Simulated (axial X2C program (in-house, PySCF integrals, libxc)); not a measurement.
NaZr: from the spin-free to the two-component result

Computed with an axial X2C code built on PySCF integrals. Spin-free means the one-electron spin-free X2C Hamiltonian; two-component (2c) means X2C with spin–orbit coupling and atomic mean-field two-electron Coulomb and Gaunt terms, so the difference of the two also holds small scalar two-electron terms. Basis: Zr dyall-cv3z [11s12p9d6f3g], Na dyall-cv3z [9s8p5d2f] (cores contracted in-house); Gaussian nuclei, density fitting, unrestricted open shells. Masses: Zr 89.905 u, Na 22.990 u.

Spin-free state: M_S = 3/2, Λ = 2 (beyond evenly filled blocks: π+α, π-α, δ+α); fragments Zr + Na.

```csv
level,Re (Å),ωe (cm⁻¹),De (eV),μ (D)
PBE0,3.146,144.2,0.667,2.11
CCSD,3.117,151.9,0.173,n/a
CCSD(T),3.077,160.2,0.200,n/a
PBE50,3.193,135.7,n/a,1.77
```

Correlated methods: 5 electrons correlated (number of frozen shells: Zr 4 s, 3 p, 1 d; Na 2 s, 1 p), 331 virtual spin orbitals or spinors in MP2, 75 natural virtuals in coupled cluster.

Dipoles are positive if Na is the positive end.

Two-component determinant lowest at the distance of the search:

Ω = 1/2 (⟨Sz⟩ = -1.50, ⟨Lz⟩ = 2.00 at HF); fragments Zr + Na.

| level | Re (Å) | ωe (cm⁻¹) | μ (D) |
| --- | --- | --- | --- |
| PBE0 | 3.146 | 144.2 | 2.10 |
| CCSD | 3.117 | 151.9 | n/a |
| CCSD(T) | 3.078 | 160.2 | n/a |
| PBE50 | 3.193 | 135.6 | 1.76 |

Question: From the two tables, how do the constants change at the CCSD(T) level (2c against spin-free)?

Answer: At the CCSD(T) level Re is unchanged within 0.001 Å and ωe is unchanged to within 0.2 cm⁻¹.

The state is a single determinant with fixed occupations, the lowest that a limited PBE0 search found. Dissociation energies refer to the lowest single-determinant-based atoms at the same level and basis. De is not given where an atomic determinant may have missed its ground term or J level, or where the truncated virtual space spoils (T). Density functionals use the spin component along the axis (collinear). Coupled cluster ran in a truncated set of natural virtual spinors; the MP2 energy of the rest was added. (T) has no such correction and the atoms are truncated less, which lowers De at CCSD(T) by a hundredth of an eV or more. PBE0 can misorder states that lie within some tenths of an eV, so this need not be the ground state of the molecule. The nearest other spin-free determinant of the search, M_S = 3/2, Λ = 3, lies 0.02 eV up at the distance of the search. The functionals have no current-density term, which raises determinants with orbital currents, atoms included. The atomic limit has a lower orbital projection than the molecule and lies lower at mean-field level, so De may be about a tenth of an eV too small. With several unpaired electrons one determinant need not be a pure state. The outer-core s and p shells of the metal are frozen in the correlated rows, which leaves out core–valence correlation; for alkali and alkaline-earth bonds that tends to lengthen them. The determinant is spin-polarised beyond a pure state at some levels (its spin-free form has ⟨S²⟩ too high), which makes Re and μ there less reliable. The T1 diagnostic is large, a sign of multireference character. With the outer-core shells frozen, correlated bond lengths of heavy atoms tend to come out a few hundredths of an ångström too long.
